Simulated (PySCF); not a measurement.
Two species compared at the same levels of theory.

First species: 5-chloro-2-hydroxypyridine, C5H4ClNO.
Geometry (GFN2-xTB, Å), atoms numbered from 1 in this order:
```xyz
12
C5H4ClNO angstrom
O     -2.5417   -0.2359   -0.1915
C     -1.2105   -0.1417   -0.0719
C     -0.5281    0.9078   -0.6946
C      0.8406    0.9676   -0.5474
C      1.4748   -0.0138    0.2101
Cl     3.1881    0.0192    0.4221
C      0.7131   -1.0142    0.7892
N     -0.6003   -1.0714    0.6474
H     -2.8354   -1.0165    0.3003
H     -1.0749    1.6374   -1.2678
H      1.4144    1.7568   -1.0075
H      1.1610   -1.7960    1.3857
```

Second species: C₅H₈FN.
SMILES with atom numbers: `[H]/[N:1]=[CH:2]/[C@@H:3]1[CH2:4][CH2:5][C@@H:6]1[F:7]` (hydrogens: H8 on N1; H9 on C2; H10 on C3; H11, H12 on C4; H13, H14 on C5; H15 on C6)

Levels: CAM-B3LYP/def2-SVPD for dipole moment, HOMO energy, LUMO energy, HOMO–LUMO gap, static isotropic polarisability and electronic spatial extent ⟨r²⟩ about the centre of nuclear charge; TDDFT CAM-B3LYP/def2-SVPD for lowest singlet excitation; TDA CAM-B3LYP/def2-SVPD for lowest triplet excitation (Tamm–Dancoff); GFN2-xTB for rotational constant A and rotational constant C. Geometries: GFN2-xTB. All species are isolated and taken at one optimised geometry, non-relativistic unless stated. Electronic properties by PySCF.

Dipoles, sizes and rotational constants follow the conformer. The torsions of the flexible species, by atom-mapped SMILES:
- `[OH:1][c:2]1[cH:3][cH:4][c:5]([Cl:6])[cH:7][n:8]1`: H–O1–C2–C3 180°
- `[H]/[N:1]=[CH:2]/[C@@H:3]1[CH2:4][CH2:5][C@@H:6]1[F:7]`: N1–C2–C3–C4 -9°

Values for the first species:

```
Dipole moment                                                     : 0.81 D
HOMO energy                                                       : -8.20 eV
LUMO energy                                                       : -0.14 eV
HOMO–LUMO gap                                                     : 8.06 eV
Lowest singlet excitation                                         : 4.94 eV
Lowest triplet excitation (Tamm–Dancoff)                          : 3.86 eV
Static isotropic polarisability                                   : 81.8 au
Electronic spatial extent ⟨r²⟩ about the centre of nuclear charge : 1205 bohr²
Rotational constant A                                             : 5.851 GHz
Rotational constant C                                             : 0.863 GHz
```

(1) Estimate the same properties for the second species, and the change in each.

Answers

(1) 
```json
{"property": "dipole moment", "first": "0.81 D", "second": "1.57 D", "second less first": "+0.76 D"}
{"property": "HOMO energy", "first": "-8.20 eV", "second": "-9.02 eV", "second less first": "-0.82 eV"}
{"property": "LUMO energy", "first": "-0.14 eV", "second": "0.89 eV", "second less first": "+1.03 eV"}
{"property": "HOMO–LUMO gap", "first": "8.06 eV", "second": "9.91 eV", "second less first": "+1.85 eV"}
{"property": "lowest singlet excitation", "first": "4.94 eV", "second": "5.32 eV", "second less first": "+0.38 eV"}
{"property": "lowest triplet excitation (Tamm–Dancoff)", "first": "3.86 eV", "second": "4.53 eV", "second less first": "+0.67 eV"}
{"property": "static isotropic polarisability", "first": "81.8 au", "second": "63.7 au", "second less first": "-18.1 au"}
{"property": "electronic spatial extent ⟨r²⟩ about the centre of nuclear charge", "first": "1205 bohr²", "second": "706 bohr²", "second less first": "-499 bohr²"}
{"property": "rotational constant A", "first": "5.851 GHz", "second": "3.761 GHz", "second less first": "-2.090 GHz"}
{"property": "rotational constant C", "first": "0.863 GHz", "second": "1.873 GHz", "second less first": "+1.010 GHz"}
```

On the first: No computed singlet falls in the visible range (750 to 380 nm, 1.65 to 3.26 eV); S1 lies 1.68 eV above its blue end. A dipole of 0.81 D is allowed in Cs, and pure rotational transitions are dipole-allowed.

On the second: The polarisability is 9.44 Å³ as a volume (1 au = 0.148185 Å³), or 1.18 au for each of the 54 electrons. In atomic units the dipole is 0.62 e·bohr (1 au = 2.5417 D).
